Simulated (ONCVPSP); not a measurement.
Pseudopotential generation for tellurium: ONCV, PBE, scalar-relativistic.

```json
{
 "Element": "Te (Z = 52)",
 "Generator": "ONCVPSP 4.0.1",
 "Type": "optimised norm-conserving Vanderbilt (ONCV)",
 "Functional": "PBE",
 "Relativity": "scalar-relativistic",
 "Frozen core": "[Kr]",
 "Valence charge": "16",
 "Reference configuration": "4d10 5s2 5p3 (charge +1)",
 "Partial waves": "5s: rc 1.65 bohr, ncon 3, nbas 7, qcut 3.7 1/bohr, 2 projectors, debl 2.7 Ha; 5p: rc 1.90 bohr, ncon 5, nbas 8, qcut 3.7 1/bohr, 1 projector; 4d: rc 1.05 bohr, ncon 3, nbas 7, qcut 10.3 1/bohr, 2 projectors, debl 1 Ha",
 "Local potential": "polynomial inside 1.00 bohr (lpopt 1, dvloc0 0 Ha)",
 "Core correction": "Teter function fitted to the true core (icmod 2), fcfact 0.7"
}
```

In the d channel the program set the typed energies aside and used -1.862, 0.250 Ha.

All-electron outer shells of the reference configuration (PBE, scalar-relativistic, ld1.x):

```csv
shell,level (eV),outermost node (bohr),outermost maximum (bohr)
4s,-173.44,0.38,0.70
4p,-123.46,0.38,0.74
4d,-50.68,0.36,0.81
5s,-23.44,0.91,1.77
5p,-13.68,1.00,2.11
```

(1) Estimate the cutoffs (Ha) at which the residual kinetic energy of the hardest occupied pseudo-wave falls to 1 and 0.1 mHa per electron.

(2) What does a ghost test show?

(3) Which valence shell sets the plane-wave cutoff?

(4) Tests: 4d10 5s2 5p4; 4d10 5s2 5p2; 4d10 5s2 5p1; 4d10 5s0 5p6. Which has the largest error in its energy relative to the reference configuration, and how large is it?

Results:

(1) 48 Ha and 69 Ha.

(2) Ghosts flagged at negative energy: s at -125.4 eV, p at -59.7 eV; no localised positive-energy state flagged. A true bound ghost makes a file unfit for plane-wave use.

(3) 4d: 48 Ha for 1 mHa per electron, against 16 Ha for 5p.

(4) 4d10 5s2 5p1, with -8.4 meV (all-electron minus pseudo) on +44.82 eV.
